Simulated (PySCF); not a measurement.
GeH4Mg, SMILES [GeH3][MgH].

The structure is a stationary point at B3LYP-D3(BJ)/def2-TZVP.

Vertical ionisation energy (IE) and electron affinity (EA) in eV. Rows of orbital energies are one-electron estimates. Where ΔSCF, EOM or ADC give a negative EA the extra electron is unbound and the value depends on the basis.

| level | IE | EA |
|---|---|---|
| −ε(HOMO), −ε(LUMO), B3LYP/def2-TZVPD (PySCF) | 6.69 | 1.23 |
| −ε(HOMO), −ε(LUMO), PBE/def2-TZVPD (PySCF) | [?] | [?] |

Question: Complete the blanks. (The exact figures need the calculation; the answer reports its results.)

Answer: 
- −ε(HOMO), −ε(LUMO), PBE/def2-TZVPD (PySCF), IE: 5.86
- −ε(HOMO), −ε(LUMO), PBE/def2-TZVPD (PySCF), EA: 1.65
